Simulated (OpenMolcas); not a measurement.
## Mo³⁺: the spin-orbit constant, worked from levels

* Program: OpenMolcas 26.06
* Basis: ANO-RCC-VQZP [8s7p5d3f2g1h]
* Scalar Hamiltonian: DKH2, point nucleus
* Active space: 9 electrons in 8 orbitals (RAS1 4p, at most 2 holes; RAS2 4d)
* State averaging: 2S+1 = 4 even, 10 roots; 2S+1 = 2 even, 40 roots
* Spin-orbit coupling: RASSI with atomic mean-field integrals over the reference wave functions, term energies averaged over their components

Methods: RASSCF; MS-RASPT2, IPEA 0.25 Eh, imaginary shift 0.1 Eh (closed shells correlated: 4s). Measured levels: Sugar and Musgrove, J. Phys. Chem. Ref. Data 17, 155 (1988).

**The spin-orbit constant.** For the Hund term 4F of d3, E(J) = (A/2) J(J+1) + constant and ζ = 2S·A = 3A. From J = 3/2 to J = 9/2 the energy changes by 10.5 A.

```json
{"Source": "RASSCF", "E(9/2) - E(3/2)": "2930.5", "A": "279.1", "ζ": "837"}
{"Source": "MS-RASPT2", "E(9/2) - E(3/2)": "2916.2", "A": "277.7", "ζ": "833"}
{"Source": "measured", "E(9/2) - E(3/2)": "2864.6", "A": "272.8", "ζ": "818"}
```

All in cm-1. MS-RASPT2 is off by +1.8 % and RASSCF by +2.3 %. Both methods take the spin-orbit matrix elements from the reference wave functions, so the second can move ζ only through the term energies and any multistate remixing. Second-order mixing with other terms is absorbed into this ζ.

Term energies are means over components that CASPT2 splits; among the terms shown or strongly mixed into the levels shown the widest spread is 1400 cm-1 (4d3 4F, MS-RASPT2). Active for correlation alone: 4p; no level in the range computed is led by a configuration that opens it, so any true level of that kind is missing. Without dynamic correlation excited terms often stand tens of per cent too high (terms of higher spin than the ground term too low), and those without a measured partner can miss by more than the paired ones (holds for RASSCF). Measured partners are found by configuration, term and J. A level has none where our copy of the source lacks it or the pairing is in doubt (some pairs that miss far off the trend of their configuration count as doubtful), and it then counts in no deviation. Levels of configurations outside the active space are missing.
